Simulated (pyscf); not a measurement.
## H₂Al–AsH₂, singlet

Gas-phase minimum from PySCF at ωB97X-D3(BJ)/def2-SVP, one conformer. 

```
Al
H 1 1.5868
H 1 1.5868 2 120.57
As 1 2.4086 2 119.64 3 176.18
H 4 1.5193 1 92.49 2 139.10
H 4 1.5194 5 94.22 1 92.63
```

Properties at ωB97X-D3(BJ)/def2-SVP:

```
Property                                                                                                                                                                             Result
---------------------------------------------------------------------------------------------------------------------  --------------------------------------------------------------------
Harmonic wavenumbers, unscaled                                                                                         168, 360, 365, 414, 622, 634, 792, 1013, 1950, 1958, 2258, 2268 cm⁻¹
Zero-point energy                                                                                                                                                             18.3 kcal/mol
Rotational symmetry number                                                                                                                                                                1
Entropy of this conformer at 298 K and 1 atm, rigid rotor and harmonic oscillator, modes under 100 cm⁻¹ raised to 100                                                       293.0 J/(mol K)
Dipole moment                                                                                                                                                                        0.64 D
```

Single-point totals, which compare only within one level (frozen core for MP2 and CC):

| level | total energy (hartree) |
|---|---|
| ωB97X-D3(BJ)/def2-TZVP | -2480.68077 |
| PBE/def2-TZVP | -2480.21929 |
| r²SCAN/def2-TZVP | -2480.66399 |
| B3LYP-D3(BJ)/def2-TZVP | -2480.78348 |
| PBE0-D3(BJ)/def2-TZVP | -2480.31593 |
| M06-2X/def2-TZVP | -2480.68187 |
| ωB97M-D3(BJ)/def2-TZVP | -2480.75741 |
| HF/def2-TZVPP | -2478.44753 |
| MP2/def2-TZVPP | -2478.80798 |
| CCSD/def2-TZVPP | -2478.83702 |
| CCSD(T)/def2-TZVPP | -2478.85005 |

Soft torsions are taken as harmonic, which can shift the entropy by several J/(mol K). The CCSD(T) − MP2 part came from Ansatz, without density fitting, on the same reference. The frozen core leaves the outer d or s,p core shells of the metals and heavy elements correlated in the MP2 and CC values, and def2-TZVPP describes them poorly, so these totals are far from the basis limit. Elements up to Kr have no core potential and no relativistic terms here.
